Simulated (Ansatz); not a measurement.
`[F][Sn]([F])([F])[SeH]` and `C=[CH][Sn]([F])([F])[F]` differ in one atom or group.

Ansatz, PBE0-D4/def2-TZVP geometries, multiplicity 1. Each molecule was computed in one conformer, which needn't be the lowest.

Elements past krypton have def2 core potentials. Scalar relativity is left out up to krypton.

| property | `[F][Sn]([F])([F])[SeH]` |
| --- | --- |
| size of the dipole moment (B3LYP/def2-TZVPP) / D | 3.73 |
| HOMO–LUMO gap (B3LYP/def2-TZVPP) / eV | 4.97 |
| LUMO energy (B3LYP/def2-TZVPP) / eV | -3.32 |
| zero-point energy (PBE0-D4/def2-TZVP) / kJ/mol | 36.5 |
| HOMO–LUMO gap (PBE0/def2-TZVPP) / eV | 5.55 |
| ideal-gas entropy at 298 K and 1 bar (rigid rotor, harmonic PBE0-D4/def2-TZVP) / J/(mol·K) | 395 |

Q: What does the change do to each property? (Estimate.)

A: Computed: 
```json
{"property": "size of the dipole moment (B3LYP/def2-TZVPP) / D", "`C=[CH][Sn]([F])([F])[F]`": "4.94", "shift": "1.21"}
{"property": "HOMO–LUMO gap (B3LYP/def2-TZVPP) / eV", "`C=[CH][Sn]([F])([F])[F]`": "7.06", "shift": "2.09"}
{"property": "LUMO energy (B3LYP/def2-TZVPP) / eV", "`C=[CH][Sn]([F])([F])[F]`": "-2.18", "shift": "1.14"}
{"property": "zero-point energy (PBE0-D4/def2-TZVP) / kJ/mol", "`C=[CH][Sn]([F])([F])[F]`": "126.2", "shift": "89.7"}
{"property": "HOMO–LUMO gap (PBE0/def2-TZVPP) / eV", "`C=[CH][Sn]([F])([F])[F]`": "7.68", "shift": "2.13"}
{"property": "ideal-gas entropy at 298 K and 1 bar (rigid rotor, harmonic PBE0-D4/def2-TZVP) / J/(mol·K)", "`C=[CH][Sn]([F])([F])[F]`": "386", "shift": "-9"}
```

With PBE0 the HOMO falls by 0.95 eV and the LUMO rises by 1.19 eV, so the gap widens by about 2.14 eV. PBE moves the HOMO by -1.00 eV and ωB97M-V by -1.04 eV. The zero-point energy changes by 89.7 kJ/mol with +9 modes. Dipoles are sizes alone; their direction can turn. Modes under 60 cm⁻¹, often nearly free rotors, make the harmonic entropy too high.

B3LYP here is the variant with VWN-RPA as its local correlation; programs differ in this.

Spin–orbit coupling is left out; it splits and shifts lone-pair levels of the heavy atoms by tenths of an eV.
